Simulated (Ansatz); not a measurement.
`[SH][SnH2][Cl]` + H₂Se → `[SH][SnH2][SeH]` + HCl  (ligand exchange at the Sn–Cl bond)

Program: Ansatz. Geometries: PBE0-D4/def2-TZVP. ΔE: electronic, gas phase. CCSD(T)/CBS is the MP2 limit (def2-TZVPP, def2-QZVPP) plus CCSD(T) − MP2 in def2-TZVPP, frozen cores. This one scheme is used for every species. Functionals use def2-TZVPP. Elements past krypton have def2 core potentials. For Se, Sn outer-core shells are correlated without core-valence functions, which leaves a few kJ/mol of doubt a bond. Scalar relativity is left out up to krypton. Each species was taken in one conformer, which may not be the lowest.

```csv
level,ΔE (eV)
LDA (SPW92),0.10
BHLYP-D4,0.17
```

(1) What does CCSD(T)/CBS give? (An estimate is asked.)

Largest T1 diagnostic among the species: 0.012.

Answers

(1) The calculation gave: +0.11 eV. The listed levels differ from it by -0.01, 0.06 eV.

Leaving LDA and LC-ωPBE aside and taking each functional with its dispersion term where it has one, the values, not all of them listed here, spread over 0.14 eV, from PBE-D4 to B97M-V. In def2-TZVPP, CCSD(T) changes the Hartree–Fock value by −0.13 eV (the triples alone add −0.01 eV) and MP2 by −0.16 eV.
